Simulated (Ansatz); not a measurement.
C$_{6}$H$_{13}$ (SMILES C[CH]CCCC), doublet, geometry from GFN2-xTB; MP2/cc-pVDZ (Ansatz, a first-principles code).

Input for Ansatz:
Ansatz 0.2 input:
```yaml
crystal:
  periodic: [false, false, false]
  atoms:
    - {symbol: C, position_ang: [-2.75616312, -0.20561197, 0.21276207]}
    - {symbol: C, position_ang: [-1.78454608, 0.34115459, -0.75813841]}
    - {symbol: C, position_ang: [-0.36833833, -0.07787926, -0.76501162]}
    - {symbol: C, position_ang: [0.47699560, 0.72934297, 0.24942291]}
    - {symbol: C, position_ang: [1.96728692, 0.39989938, 0.18541199]}
    - {symbol: C, position_ang: [2.29100802, -1.01760492, 0.64259801]}
    - {symbol: H, position_ang: [-2.43036344, -1.17449609, 0.58708687]}
    - {symbol: H, position_ang: [-3.74337372, -0.31406975, -0.24055654]}
    - {symbol: H, position_ang: [-2.88342474, 0.46072730, 1.07634029]}
    - {symbol: H, position_ang: [-2.06746123, 1.21659395, -1.31898910]}
    - {symbol: H, position_ang: [0.06525893, 0.07423610, -1.75750878]}
    - {symbol: H, position_ang: [-0.29501304, -1.13731544, -0.50994433]}
    - {symbol: H, position_ang: [0.10161226, 0.53347479, 1.25569411]}
    - {symbol: H, position_ang: [0.33847710, 1.79290047, 0.04232314]}
    - {symbol: H, position_ang: [2.32530831, 0.54255798, -0.83693164]}
    - {symbol: H, position_ang: [2.50353754, 1.10698358, 0.82389160]}
    - {symbol: H, position_ang: [1.85952607, -1.75394638, -0.03040284]}
    - {symbol: H, position_ang: [1.90061025, -1.19301961, 1.64295739]}
    - {symbol: H, position_ang: [3.36784771, -1.17043147, 0.66376993]}
basis:
  gaussian:
    orbitals: cc-pVDZ
magnetization: {spin_polarized: true, initial_magnetization: 1}
correlation: {method: mp2, electrons: outside_noble_gas}
accuracy: high
```

Q: Write the output that Ansatz gives for this input, abridged.

A: 
```
Functional definition: HF
3780 factors; integrals over basis functions are off by at most 6.7e-9 eV
mean field evaluation 1: about -6383.3668 eV, gradient 2.6e1 eV
mean field evaluation 2: about -6383.6241 eV, gradient 2.5e1 eV
mean field evaluation 4: about -6387.8684 eV, gradient 3.2e0 eV
mean field evaluation 8: about -6387.9589 eV, gradient 1.6e-1 eV
mean field evaluation 16: about -6387.9594 eV, gradient 1.9e-8 eV
mean field -6387.95939858 eV, -234.7531779833 hartree, gradient 1.9e-8 eV, S^2 0.763677; 0 other end points of the search recorded, 0 dependent functions left out
6 core orbitals not correlated
reference -6387.95939858 eV, -234.7531779833 hartree; 19, 18 occupied and 124, 125 virtual orbitals, 3780 factors
second order -22.87767605 eV of doubles, -0.00000000 eV of singles
Total energy: -6410.83707462 eV, -235.5939170710 hartree
```
